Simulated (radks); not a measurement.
Excited configurations of Kr+: one electron is placed in a higher orbital outside [Ar] 3d10 4s2 4p4. The ground configuration is [Ar] 3d10 4s2 4p5. Calculated with a radial shooting solver on a logarithmic mesh with Libxc functionals: scalar-relativistic Kohn-Sham, r2SCAN, spin-polarised, spherical densities, finite nucleus; open shells are filled with parallel spins first; meta-GGA in the generalised Kohn-Sham scheme; Fermi nuclear charge, rms radius 4.1884 fm. Excitation = E - E(ground); binding = E(ion) - E, where the ion is the core of charge +2; n* = 2/sqrt(2 binding) in atomic units, and the quantum defect is n - n*.

outer orbital,excitation (eV),binding (eV),n*,quantum defect,eigenvalue (eV)
4d,15.900,8.669,2.506,1.494,-5.550
4f,21.157,3.412,3.994,0.006,-2.437
5p,17.082,7.487,2.696,2.304,-5.913
5f,22.297,2.272,4.895,0.105,-1.739
6s,19.563,5.006,3.297,2.703,-4.034
6p,20.554,4.015,3.682,2.318,-3.227
6d,21.836,2.733,4.462,1.538,-2.148
6f,22.963,1.606,5.821,0.179,-1.267
7s,21.581,2.988,4.268,2.732,-2.421
7p,22.055,2.515,4.652,2.348,-2.036

The Delta-SCF ionisation energy is 24.569 eV (NIST Atomic Spectra Database: 24.360 eV, measured). Self-interaction in the functional shifts the binding energies and quantum defects, so they are the method's values and not measured ones. Open shells are spherical and high-spin; term and fine-structure splittings are not resolved.
